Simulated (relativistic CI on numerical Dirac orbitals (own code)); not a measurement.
Input to a radial Dirac CI calculation:

```
atom In  Z=49  charge=47  electrons=2
nucleus A=115  rms_radius_fm=4.6156
hamiltonian dirac-coulomb  breit=on  qed=on  c_scale=1
orbitals kli  potential=per-configuration
slater_scale 1
correlation none
mixing on
configurations
  1s2
  1s 2p
  1p 2p
  1s 1p
end
```

How did the run end?

The self-consistent field of one configuration failed: SCF of 1p 2p ended with code -1.
